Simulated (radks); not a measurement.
Problem. Coherent X-ray form factor from a spherical all-electron density. Calculated with a radial shooting solver on a logarithmic mesh with Libxc functionals: Dirac Kohn-Sham, exchange-only LDA, spin-unpolarised, spherical densities, finite nucleus; Fermi nuclear charge, rms radius of each element as measured or else 0.836 A^(1/3) + 0.57 fm.

sin(theta)/lambda (1/angstrom),f0 (electrons)
0.05,39.522
0.1,38.179
0.15,36.207
0.2,33.894
0.25,31.501
0.3,29.210
0.4,25.282
0.5,22.291
0.6,19.999
0.8,16.449
1,13.448
1.25,10.355
1.5,8.175
2,5.961

The species is in the configuration that NIST lists as its ground one. Which atom or ion scatters so?

Solution. The technetium ion Tc3+, [Kr] 4d4. Extrapolating in s^2 from the first two rows gives f0(0) = 40.0, near the electron count 40; among species with that count, the fall with angle is slower the higher Z, and the table is that of Z = 43; from so few rows the species is fixed only to a neighbour or two.
